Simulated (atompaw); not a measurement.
Eu (Z = 63): one change to a PAW (atompaw) potential, before and after

```json
{"Element": "Eu", "Generator": "atompaw 4.2.0.5", "Type": "PAW", "Functional": "PBE", "Relativity": "scalar-relativistic", "Frozen core": "[Kr] 4d10 4f7", "Valence charge": "10", "Reference configuration": "5s2 5p6 5d0 6s2 6p0", "Partial waves": "5s (bound): rc 2.50 bohr; 6s (bound): rc 3.00 bohr; 5p (bound): rc 2.85 bohr; 6p (bound, empty): rc 3.00 bohr; 5d (bound, empty): rc 3.00 bohr; 5d channel at 0.3 Ry: rc 3.00 bohr", "Local potential": "bessel scheme, radius 2.65 bohr", "Core correction": "smooth core density matched at 2.45 bohr", "Augmentation charge": "sinc compensation charge, radius 2.45 bohr; PAW radius 3.00 bohr; waves and projectors: custom rrkj gramschmidtortho"}
```

Change: all radii scaled by about 0.79 (s 1.98, p 2.26, d 2.38 bohr); local potential bessel scheme, radius 2.10 bohr; augmentation sinc compensation charge, radius 1.94 bohr; PAW radius 2.38 bohr; waves and projectors: custom rrkj gramschmidtortho; core correction smooth core density matched at 1.94 bohr.

Cutoffs: the cutoffs (Ry, on a coarse ladder) from which the occupation-weighted sum of valence levels, in a spherical-Bessel basis at the reference potential, stays within 10 and 1 mRy of its value at 400 Ry; they do not see the model core or the augmentation charge, which bear on the density cutoff.

Q: What does the change do?

A: The potential gets harder (10 Ry and 18 Ry → 15 Ry and 30 Ry); neither file shows a bound ghost. A smaller radius makes the pseudo-wave follow the all-electron one further in, where it bends more sharply, so more plane waves are needed.

| quantity | base | changed |
| --- | --- | --- |
| cutoff, loose | 10 Ry | 15 Ry |
| cutoff, tight | 18 Ry | 30 Ry |
| loose cutoff by channel (10 mRy a level) | s 8 Ry, p 8 Ry | s 12 Ry, p 12 Ry |
| bound ghosts | none | none |
| lowest overlap eigenvalue by channel | s 0.51, p 0.09, d 0.76 | s 0.10, p 0.17, d 0.95 |

 The cutoffs see the waves, projectors and local potential, not the compensation charge or the core.
